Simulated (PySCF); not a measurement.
# S: excitation energy

S [Ne] 3s2 3p4 (3P) → S [Ne] 3s1 3p4 4s1 (5P), as a difference of total energies. All numbers are calculated (PySCF 2.14, scalar relativity by spin-free X2C-1e, in dyall-av3z (19s12p3d2f, 84 functions)). Correlated levels: valence: [Ne] frozen; virtual orbitals above 40 to 60 times the deepest correlated orbital energy dropped. The calculations carry no spin-orbit coupling.

```tsv
method	excitation energy (cm⁻¹)
UHF	132030
LDA	137120
PBE	135960
PBE0	137460
r2SCAN	134750
B97-3	141650
wB97X-V	142050
B3LYP	138630
r2SCAN0	135960
MP2 (valence)	134950
SCS-MP2 (valence)	136380
```

The upper state lies above the first ionisation limit, where it may autoionise and the basis confines it. A Rydberg-like electron needs more diffuse functions than a valence basis has.

The promoted electron is Rydberg-like, and one or two diffuse shells describe it only roughly, which tends to raise the upper state.
